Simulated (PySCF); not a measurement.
## Chromium: a sound run and one with changed settings

Sound run: Cr⁺ [Ar] 3d5, Cr²⁺ [Ar] 3d4. All numbers are calculated (PySCF 2.14, scalar relativity by spin-free X2C-1e, in jorge-DZP-DKH (8s6p2d1f, 43 functions)). In the sound run the correlated levels freeze [Ar]. The sound run starts from symmetry-adapted Hartree-Fock orbitals and uses a fine grid where one is needed.

Changed run: initial guess minao, at most 50 SCF cycles.

```
species  method  sound run (hartree)  changed run (hartree)  converged
    Cr⁺     UHF          -1049.39206            -1049.36189        yes
    Cr⁺     LDA          -1048.16318            -1048.16318        yes
    Cr⁺  M06-2X          -1050.46494            -1050.46494        yes
   Cr²⁺     UHF          -1048.83855            -1048.83858        yes
   Cr²⁺     LDA          -1047.51876            -1047.51300         no
   Cr²⁺  M06-2X          -1049.86480            -1049.86480        yes
   Cr²⁺     MP2          -1048.85933            -1048.85936        yes
```

Ionisation energy of Cr⁺:

| method | sound run (eV) | changed run (eV) |
| --- | --- | --- |
| M06-2X | 16.330 | 16.330 |

The plain start fixes occupations by D2h representation alone, and Cr⁺ at UHF landed in another state (other ⟨L²⟩ or ⟨S²⟩). 

For comparison, NIST gives 16.486 eV between the lowest levels.
